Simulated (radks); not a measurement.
Results of a calculation; reference values are marked as such.
Problem. Radial electron density D(r) = 4 pi r^2 rho(r) of an atom or ion with 55 electrons. Level of theory: Dirac Kohn-Sham, BLYP, spin-unpolarised, spherical densities, finite nucleus; Fermi nuclear charge, rms radius of each element as measured or else 0.836 A^(1/3) + 0.57 fm (a radial shooting solver on a logarithmic mesh with Libxc functionals).

| r (bohr) | D(r) (e/bohr) |
|---|---|
| 0.00261 | 11.73 |
| 0.003537 | 18.41 |
| 0.004832 | 28.15 |
| 0.006548 | 40.47 |
| 0.008874 | 54.45 |
| 0.01212 | 67.38 |
| 0.01643 | 74.20 |
| 0.02227 | 72.56 |
| 0.03042 | 66.28 |
| 0.04123 | 67.34 |
| 0.05588 | 81.97 |
| 0.07634 | 95.36 |
| 0.1035 | 85.61 |
| 0.1402 | 69.73 |
| 0.1916 | 77.56 |
| 0.2596 | 76.65 |
| 0.3518 | 43.27 |
| 0.4807 | 28.39 |
| 0.6514 | 32.87 |
| 0.8829 | 20.85 |
| 1.197 | 9.553 |
| 1.635 | 6.688 |
| 2.215 | 3.714 |
| 3.002 | 1.195 |
| 4.102 | 0.3407 |
| 5.559 | 0.1123 |
| 7.534 | 0.02011 |
| 10.29 | 0.001099 |

What is the nuclear charge?

Solution. Z = 56. The innermost maximum, from 1s, lies near gamma/Z bohr with gamma = sqrt(1 - (Z/c)^2) = 0.913, here 0.0163 bohr (found: 0.0179), and its height grows with Z. The density is that of the barium ion Ba+ in [Xe] 5d0.5 6s0.5; the configuration itself is not fixed sharply by these data, and Z only to a few units. D(r) has 4 maxima, at r = 0.0179, 0.0788, 0.225, 0.626 bohr, and minima at 0.0349, 0.148, 0.462 bohr, inside which lie 2.02, 11.23, 28.98 electrons.
